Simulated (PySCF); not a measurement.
C₂H₆B, SMILES C[B]C (connectivity only; charge and spin as stated), charge +1, multiplicity 1.

Coordinates come from a r2SCAN-D4/def2-TZVP optimisation. The spin state was assumed, not searched. The isomer is the one that the SMILES or the coordinates give; other isomers of the formula were not compared.

All values below come from TDA-PBE0/def2-SVPD in PySCF.

Vertical excitations; the highest root listed may be one member of a degenerate set. The molecule is in vacuum. State labels are in the subgroup C2h.

**Question.** List the lowest excited states. (An estimate is asked for; the answer gives what the named calculation found.)

**Answer.** 
```json
[
 {"state": "S1", "symmetry": "Ag", "energy (eV)": "7.81", "λ (nm)": "159", "f": "0.000", "main pairs": "HOMO→LUMO+1 (degenerate set)"},
 {"state": "S2", "symmetry": "Bg", "energy (eV)": "7.81", "λ (nm)": "159", "f": "0.000", "main pairs": "HOMO→LUMO (degenerate set)"},
 {"state": "S3", "symmetry": "Au", "energy (eV)": "8.22", "λ (nm)": "151", "f": "0.000", "main pairs": "HOMO−1→LUMO 50 %, HOMO−2→LUMO+1 50 %"},
 {"state": "S4", "symmetry": "Au", "energy (eV)": "8.41", "λ (nm)": "147", "f": "0.012", "main pairs": "HOMO−2→LUMO+1, HOMO−1→LUMO (degenerate set)"},
 {"state": "S5", "symmetry": "Bu", "energy (eV)": "8.41", "λ (nm)": "147", "f": "0.012", "main pairs": "HOMO−1→LUMO+1, HOMO−2→LUMO (degenerate set)"},
 {"state": "S6", "symmetry": "Bg", "energy (eV)": "8.87", "λ (nm)": "140", "f": "0.000", "main pairs": "HOMO−3→LUMO 50 %, HOMO−4→LUMO+1 50 %"},
 {"state": "S7", "symmetry": "Ag", "energy (eV)": "9.11", "λ (nm)": "136", "f": "0.000", "main pairs": "HOMO−3→LUMO+1, HOMO−4→LUMO (degenerate set)"},
 {"state": "S8", "symmetry": "Bg", "energy (eV)": "9.11", "λ (nm)": "136", "f": "0.000", "main pairs": "HOMO−4→LUMO+1, HOMO−3→LUMO (degenerate set)"},
 {"state": "S9", "symmetry": "Bu", "energy (eV)": "9.67", "λ (nm)": "128", "f": "0.992", "main pairs": "HOMO−2→LUMO 48 %, HOMO−1→LUMO+1 48 %"},
 {"state": "S10", "symmetry": "Bu", "energy (eV)": "10.42", "λ (nm)": "119", "f": "0.100", "main pairs": "HOMO−5→LUMO+1 93 %"},
 {"state": "T1", "symmetry": "Ag", "energy (eV)": "7.04", "λ (nm)": "176", "f": "0", "main pairs": "HOMO→LUMO+1 (degenerate set)"},
 {"state": "T2", "symmetry": "Bg", "energy (eV)": "7.04", "λ (nm)": "176", "f": "0", "main pairs": "HOMO→LUMO (degenerate set)"},
 {"state": "T3", "symmetry": "Bu", "energy (eV)": "7.70", "λ (nm)": "161", "f": "0", "main pairs": "HOMO−1→LUMO+1 50 %, HOMO−2→LUMO 50 %"},
 {"state": "T4", "symmetry": "Au", "energy (eV)": "7.92", "λ (nm)": "157", "f": "0", "main pairs": "HOMO−1→LUMO 48 %, HOMO−2→LUMO+1 48 %"}
]
```
Triplets are in the Tamm–Dancoff approximation.
